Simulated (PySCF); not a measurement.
CH3Si, SMILES C[Si] (connectivity only; charge and spin as stated), neutral, multiplicity 2. Atoms are numbered in the order given.

```xyz
5

C     -1.0975     0.0171     0.0000
Si     0.7902     0.0054     0.0000
H     -1.5644     0.4399     0.8943
H     -1.5644     0.4399    -0.8943
H     -1.3497    -1.0586     0.0000
```
Charge 0, spin multiplicity 2.

Coordinates come from a r2SCAN-D4/def2-TZVP optimisation. The isomer is the one that the SMILES or the coordinates give; other isomers of the formula were not compared.

The numbers are results of TDA-LC-ωPBE/def2-TZVPD (PySCF), not measurements.

Vertical excitations. The molecule is in vacuum.

```csv
state,energy (eV),λ (nm),f,main pairs
root 1,0.23,5457,0.000,α HOMO→LUMO 98 %
root 2,2.15,575,0.000,"α HOMO−1→LUMO 40 %, β HOMO→LUMO 54 %"
root 3,3.69,336,0.038,"α HOMO−1→LUMO 56 %, β HOMO→LUMO 39 %"
root 4,3.81,326,0.019,β HOMO→LUMO+1 92 %
root 5,4.35,285,0.046,"α HOMO→LUMO+1 76 %, α HOMO→LUMO+5 15 %"
root 6,5.05,245,0.053,α HOMO→LUMO+2 85 %
root 7,6.00,207,0.090,α HOMO→LUMO+4 76 %
root 8,6.02,206,0.085,α HOMO→LUMO+3 84 %
root 9,6.31,196,0.003,"α HOMO−1→LUMO+1 20 %, α HOMO−1→LUMO+5 7 %, β HOMO→LUMO+2 34 %, β HOMO→LUMO+6 9 %"
root 10,6.73,184,0.032,"α HOMO→LUMO+5 60 %, α HOMO→LUMO+1 18 %"
```
Unrestricted roots are not spin-pure.
